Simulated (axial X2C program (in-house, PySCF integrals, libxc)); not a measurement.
Values are calculated unless marked as measured or tabulated.
HfBr: input and output of an open-shell CI run

Program: an axial X2C code built on PySCF integrals.

Input and command:
```json
{"zs": [72, 35], "q": 0, "bas": ["dyall-v3z", "dyall-v3z"], "r0": 2.66, "metal": 0, "shells": [[2, [0, 1, 2], 1], [0, [0], 2], [1, [1], 0]], "fix": 0, "emax": 3.2, "nroots": 4}
```
```bash
python soci.py task.json out
```

Keys: zs atomic numbers; q charge; bas basis sets; r0 starting distance in Å; metal index of the metal atom; shells open shells as [l, |m| values, electrons]; fix electron count of the first shell held; emax energy window in eV; nroots roots for each Ω.

Output at R = 2.545 Å:

```
average of configuration d1 s2 p(π)0
basis functions 239  fitting functions 1399
iter      average energy  largest gradient
   1     -17674.858029910   6.39e+00
   2     -17675.100000079   3.08e-02
   3     -17675.100370580   9.45e-03
   4     -17675.100381260   1.22e-03
   5     -17675.100388934   2.01e-03
   6     -17675.100390177   2.39e-04
   7     -17675.100390951   4.33e-04
   8     -17675.100391294   1.26e-04
   9     -17675.100391347   3.88e-05
  10     -17675.100391383   4.21e-05
  11     -17675.100391392   3.34e-05
  12     -17675.100391396   6.50e-06
converged
CI levels
2*Omega        energy/Eh    cm-1   g(par)  dipole/D  leading shell counts
    3    -17675.14410559        0   2.108   -2.503  {'1 2 0': 0.887, '2 1 0': 0.047}
    5    -17675.13274632     2493   6.004   -2.513  {'1 2 0': 0.88, '2 1 0': 0.055}
    1    -17675.13121400     2829   0.243   -1.907  {'1 2 0': 0.863, '2 1 0': 0.064}
    3    -17675.12170896     4915   3.892   -2.198  {'1 2 0': 0.851, '2 1 0': 0.075}
    1    -17675.11108940     7246   1.749   -1.231  {'1 2 0': 0.83, '2 1 0': 0.107}
    3    -17675.09355474    11095   0.246   -0.951  {'2 1 0': 0.893, '1 1 1': 0.093}
    5    -17675.08882136    12133   4.323   -1.003  {'2 1 0': 0.912, '1 1 1': 0.074}
    1    -17675.08612706    12725   0.482   -0.889  {'2 1 0': 0.934, '1 1 1': 0.036}
    3    -17675.08363487    13272   3.911   -0.912  {'2 1 0': 0.933, '1 1 1': 0.042}
    7    -17675.08307744    13394   8.208   -1.108  {'2 1 0': 0.921, '1 1 1': 0.065}
    1    -17675.08160873    13716   1.275   -0.938  {'2 1 0': 0.945, '1 1 1': 0.031}
    5    -17675.07848416    14402   7.109   -0.860  {'2 1 0': 0.944, '1 1 1': 0.042}
    9    -17675.07659932    14816  11.987   -1.303  {'2 1 0': 0.922, '1 1 1': 0.062}
    7    -17675.06963105    16345   9.768   -0.841  {'2 1 0': 0.984}
    5    -17675.06923401    16432   6.558   -0.907  {'2 1 0': 0.963}
    7    -17675.03514239    23915   7.722   -2.451  {'2 1 0': 0.888, '3 0 0': 0.053}
    9    -17675.02765259    25558  10.035   -2.242  {'2 1 0': 0.889, '3 0 0': 0.073}
```

Dipoles in the output refer to the first atom as origin.

Dynamic correlation is missing, so gaps between terms are too wide and other configurations may lie lower; the lowest level listed is that of this model, not necessarily the ground state. For d shells the ligand-field splittings (σ, π, δ) and their order can be off by a thousand cm⁻¹ or more. At most 4 roots were kept for each Ω > 0 (twice that for Ω = 0) within 3.2 eV of the lowest, so higher up levels can be missing between those listed; levels with Ω > 0 are doubly degenerate and listed once, Ω = 0 levels singly. Some active spinors are only partly of the character that their shell is named for, so the shell names and counts are nominal. States that fill the shells left empty in the average are placed too high.
